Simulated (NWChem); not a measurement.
System: C2H5ClGe; SMILES C=[C](Cl)[GeH3]

The following NWChem deck was run.

```
start job
memory heap 200 mb stack 900 mb global 1100 mb
geometry units angstroms noautosym nocenter noautoz
  C     -1.797309    -1.002120     0.000000
  C     -0.508906    -0.655648     0.000000
  Cl     0.735386    -1.879591     0.000000
  Ge     0.165717     1.176549     0.000000
  H     -2.570538    -0.229091     0.000000
  H     -2.117165    -2.048469     0.000000
  H     -1.039466     2.132212     0.000000
  H      1.025900     1.394663    -1.253956
  H      1.025900     1.394663     1.253956
end
basis spherical
  * library pcsseg-1
end
dft
  xc kt2
  iterations 150
end
property
  shielding 8 1 2 3 4 5 6 7 8
  efieldgrad
end
task dft property
```

Excerpt of the output:

```
             Northwest Computational Chemistry Package (NWChem) 7.3.0
             --------------------------------------------------------

                             Geometry "geometry" -> ""
                             -------------------------

 Output coordinates in angstroms (scale by  1.889725989 to convert to a.u.)

  No.       Tag          Charge          X              Y              Z
 ---- ---------------- ---------- -------------- -------------- --------------
    1 C                    6.0000    -1.79730900    -1.00212000     0.00000000
    2 C                    6.0000    -0.50890600    -0.65564800     0.00000000
    3 Cl                  17.0000     0.73538600    -1.87959100     0.00000000
    4 Ge                  32.0000     0.16571700     1.17654900     0.00000000
    5 H                    1.0000    -2.57053800    -0.22909100     0.00000000
    6 H                    1.0000    -2.11716500    -2.04846900     0.00000000
    7 H                    1.0000    -1.03946600     2.13221200     0.00000000
    8 H                    1.0000     1.02590000     1.39466300    -1.25395600
    9 H                    1.0000     1.02590000     1.39466300     1.25395600

 Effective nuclear repulsion energy (a.u.)     316.6772974981

                              NWChem Property Module
                              ----------------------

  itol2e modified to match energy
  convergence criterion.

                                 NWChem DFT Module
                                 -----------------

 Summary of "ao basis" -> "ao basis" (spherical)
 ------------------------------------------------------------------------------
       Tag                 Description            Shells   Functions and Types
 ---------------- ------------------------------  ------  ---------------------
 C                          pcsseg-1                 7       17   3s3p1d
 Cl                         pcsseg-1                10       24   4s5p1d
 Ge                         pcsseg-1                15       41   5s7p3d
 H                          pcsseg-1                 3        5   2s1p

  itol2e modified to match energy
  convergence criterion.

[...]

          -----------------------------------------
          Chemical Shielding Tensors (GIAO, in ppm)
          -----------------------------------------

                                NWChem CPHF Module
                                ------------------

  scftype          =     RHF
  nclosed          =       33
  nopen            =        0
  variables        =     3003
  # of vectors     =        3
  tolerance        = 0.10D-03
  level shift      = 0.00D+00
  max iterations   =       50
  max subspace     =       30

 SCF residual:    1.5027888832961625E-004

Iterative solution of linear equations
  No. of variables     3003
  No. of equations        3
  Maximum subspace       30
        Iterations       50
       Convergence  1.0D-04

   iter   nsub   residual    time
   ----  ------  --------  ---------
     1      3    9.00D-05      57.0

      Atom:    1  C
        Diamagnetic
    271.4227      2.7146     -0.0000
      2.7146    254.8893      0.0000
     -0.0000      0.0000    239.4714

        Paramagnetic
   -204.2040     44.0753     -0.0000
     44.0753   -287.2706     -0.0000
     -0.0000     -0.0000   -104.7457

        Total Shielding Tensor
     67.2186     46.7899     -0.0000
     46.7899    -32.3813     -0.0000
     -0.0000     -0.0000    134.7257

           isotropic =      56.5210
          anisotropy =     117.3070

          Principal Components and Axis System
                 1           2           3
              134.7257     85.7512    -50.9139

      1        -0.0000      0.9297     -0.3682
      2        -0.0000      0.3682      0.9297
      3         1.0000      0.0000     -0.0000

      Atom:    2  C
        Diamagnetic
    269.0369     -5.6649      0.0000
     -5.6649    273.3149     -0.0000
      0.0000     -0.0000    245.1129

        Paramagnetic
   -234.1137     49.8871      0.0000
     49.8871   -301.8465     -0.0000
      0.0000     -0.0000   -131.0204

        Total Shielding Tensor
     34.9233     44.2222      0.0000
     44.2222    -28.5317     -0.0000
      0.0000     -0.0000    114.0925

           isotropic =      40.1614
          anisotropy =     110.8966

          Principal Components and Axis System
                 1           2           3
              114.0925     57.6222    -51.2306

      1         0.0000      0.8896     -0.4566
      2        -0.0000      0.4566      0.8896
      3         1.0000      0.0000      0.0000

      Atom:    3  Cl
        Diamagnetic
   1151.1840     -7.2153      0.0000
     -7.2153   1152.5023     -0.0000
      0.0000     -0.0000   1143.7896

        Paramagnetic
   -552.5260   -252.1689      0.0000
   -252.1689   -412.7479     -0.0000
      0.0000     -0.0000   -543.1100

        Total Shielding Tensor
    598.6580   -259.3841      0.0000
   -259.3841    739.7545     -0.0000
      0.0000     -0.0000    600.6796

           isotropic =     646.3640
          anisotropy =     437.4738

          Principal Components and Axis System
                 1           2           3
              938.0132    600.6796    400.3993

      1        -0.6073      0.0000      0.7945
      2         0.7945      0.0000      0.6073
      3        -0.0000      1.0000     -0.0000

      Atom:    4  Ge
        Diamagnetic
   2757.3427      2.4255     -0.0000
      2.4255   2767.7974     -0.0000
     -0.0000     -0.0000   2756.1764

        Paramagnetic
  -1243.6940     23.1628     -0.0000
     23.1628  -1107.1355      0.0000
     -0.0000      0.0000  -1303.4732

[...]
```

Level: KT2/pcSseg-1, GIAO. Geometry: optimised at PBE0/def2-SVP. NWChem prints the field gradient with the sign opposite to the second derivative of the potential. The printed shielding anisotropy is the first printed principal value minus the mean of the other two.
